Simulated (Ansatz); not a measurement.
Gas-phase electronic energies from Ansatz, PBE0-D4/def2-TZVP geometries. CCSD(T)/CBS is the MP2 limit (def2-TZVPP, def2-QZVPP) plus CCSD(T) − MP2 in def2-TZVPP, frozen cores. This one scheme is used for every species. Functionals use def2-TZVPP. Each species was taken in one conformer, which may not be the lowest.

`O[SiH2]S[SiH2]F` + NH₃ → `N[SiH2]S[SiH2]F` + H₂O  (ligand exchange at the Si–O bond)

```csv
level,ΔE (eV)
r2SCAN,0.44
PBE0,0.41
SCS-MP2/def2-TZVPP,0.44
HF/CBS(def2),0.50
```

(1) What does CCSD(T)/CBS give? (Estimate.)

Largest T1 diagnostic among the species: 0.012.

## Answers

(1) Computed: +0.40 eV. The listed levels differ from it by 0.04, 0.01, 0.04, 0.10 eV.

The D4 term adds −0.03 eV with B3LYP and −0.02 eV with PBE0; it sums over pairs of atoms, weighted by their polarisabilities, and B3LYP, whose exchange is more repulsive, gets the larger term. In def2-TZVPP, CCSD(T) changes the Hartree–Fock value by −0.08 eV (the triples alone add −0.01 eV) and MP2 by −0.08 eV.

B3LYP here is the variant with VWN-RPA as its local correlation; programs differ in this.
